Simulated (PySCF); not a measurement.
# Working out the ionisation energy of O+

O+ [He] 2s2 2p3 (4S) → O(2+) [He] 2s2 2p2 (3P). All numbers are calculated (PySCF 2.14, no relativity, point nucleus, in aug-cc-pwCVTZ). Frozen: nothing. Energies in hartree (1 hartree = 27.21139 eV):

| part | O+ (lower) | O(2+) (upper) |
| --- | --- | --- |
| UHF | -74.370995 | -73.101087 |
| CCSD correlation | -0.168864 | -0.150388 |
| (T) | -0.001998 | -0.001705 |

What does Hartree-Fock give?

(-73.101087) − (-74.370995) = 1.269908 hartree = 34.556 eV.

What do CCSD and CCSD(T) give?

The CCSD correlation energies differ by 0.018476 hartree = 0.503 eV and the triples by 0.000293 hartree = 0.008 eV, so CCSD gives 35.059 eV and CCSD(T) 35.067 eV.

A first-order spin-orbit estimate adds -0.026 eV to CCSD(T) (valence and next inner shell), giving 35.041 eV against 35.121 eV (measured; NIST Atomic Spectra Database, ionization energies).

What remains against the reference includes basis incompleteness and higher excitations.
